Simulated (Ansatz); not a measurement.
Total energies of `[OH][Zr]([F])([F])[SH]`.

```xyz
7

O     0.2957   -0.0359   -1.4861
Zr   -0.1742   -0.5392    0.2819
F    -1.9400   -1.2377    0.3600
F     0.9927   -1.8787    0.9567
S    -0.0199    1.4718    1.6843
H     0.4928    0.0111   -2.4178
H     0.3529    2.2086    0.6210
```

Charge 0, multiplicity 1. Correlated methods include outer-core shells of Zr, which these sets cover unevenly. Zr: def2 effective core potential. Geometry: relaxed with PBE0-D4/def2-TZVP. It is one conformer, not always the lowest. Basis def2-TZVPP, Ansatz 0.2.0.

RPA on PBE orbitals: Hartree–Fock energy of these orbitals -719.31631 Eh, correlation -1.92448 Eh (frozen core).

```json
{"functional": "LDA (SPW92)", "kind": "LDA", "energy without D4 (Eh)": "-718.51385", "D4 term (kJ/mol)": "–"}
{"functional": "PBE", "kind": "GGA", "energy without D4 (Eh)": "-721.37680", "D4 term (kJ/mol)": "-15.0"}
{"functional": "revPBE", "kind": "GGA", "energy without D4 (Eh)": "-721.67219", "D4 term (kJ/mol)": "-35.4"}
{"functional": "BLYP", "kind": "GGA", "energy without D4 (Eh)": "-721.75095", "D4 term (kJ/mol)": "-31.1"}
{"functional": "r2SCAN", "kind": "meta-GGA", "energy without D4 (Eh)": "-721.68263", "D4 term (kJ/mol)": "-3.6"}
{"functional": "B97M-V", "kind": "meta-GGA with VV10", "energy without D4 (Eh)": "-721.61324", "D4 term (kJ/mol)": "–"}
{"functional": "PBE0", "kind": "global hybrid, 25 % exact exchange", "energy without D4 (Eh)": "-721.37339", "D4 term (kJ/mol)": "-12.9"}
{"functional": "B3LYP", "kind": "global hybrid, 20 %", "energy without D4 (Eh)": "-721.83471", "D4 term (kJ/mol)": "-24.3"}
{"functional": "r2SCANh", "kind": "meta-GGA hybrid, 10 %", "energy without D4 (Eh)": "-721.64595", "D4 term (kJ/mol)": "-3.9"}
{"functional": "r2SCAN0", "kind": "meta-GGA hybrid, 25 %", "energy without D4 (Eh)": "-721.59303", "D4 term (kJ/mol)": "-4.4"}
{"functional": "HSE06 (plane-wave form)", "kind": "screened hybrid", "energy without D4 (Eh)": "-721.35355", "D4 term (kJ/mol)": "-12.3"}
{"functional": "BHLYP", "kind": "global hybrid, 50 %", "energy without D4 (Eh)": "-721.59051", "D4 term (kJ/mol)": "-21.9"}
{"functional": "CAM-B3LYP", "kind": "range-separated hybrid", "energy without D4 (Eh)": "-721.70517", "D4 term (kJ/mol)": "-13.5"}
{"functional": "LC-ωPBE", "kind": "long-range corrected hybrid", "energy without D4 (Eh)": "-721.54780", "D4 term (kJ/mol)": "–"}
{"functional": "ωB97X-V", "kind": "range-separated hybrid GGA with VV10", "energy without D4 (Eh)": "-721.61119", "D4 term (kJ/mol)": "–"}
{"functional": "ωB97M-V", "kind": "range-separated hybrid meta-GGA with VV10", "energy without D4 (Eh)": "-721.62241", "D4 term (kJ/mol)": "–"}
{"functional": "B2PLYP", "kind": "double hybrid", "energy without D4 (Eh)": "-721.43875", "D4 term (kJ/mol)": "–"}
{"functional": "PBE-QIDH", "kind": "double hybrid", "energy without D4 (Eh)": "-721.19769", "D4 term (kJ/mol)": "–"}
```

B3LYP takes the VWN-RPA correlation (the form of Gaussian; ORCA's B3LYP/G). HSE06 is the plane-wave form, built on full-range PBE exchange. The double hybrids freeze the cores in their second-order part.

LC-ωPBE has ω = 0.4 bohr⁻¹.
